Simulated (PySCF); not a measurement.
**Radial density of Cl⁻ (chlorine, charge -1)**

UHF, [Ar], closed-shell 1S. Computed with PySCF 2.14 in aug-cc-pCVTZ-DK, with the spin-free X2C one-electron Hamiltonian (Gaussian nucleus).

```
r (bohr)  4πr²ρ (e/bohr)
 0.00190          0.1655
 0.00319          0.4273
 0.00537           1.079
 0.00903           2.608
  0.0152           5.831
  0.0255           11.40
  0.0430           17.76
  0.0723           19.25
   0.122           14.25
   0.204           15.32
   0.344           19.18
   0.579           8.559
   0.973           3.732
    1.64           4.378
    2.75           1.479
    4.63          0.1622
    7.79        0.004425
```

Densities and radii are taken from the X2C orbitals without a picture-change correction, which distorts them close to the nucleus.
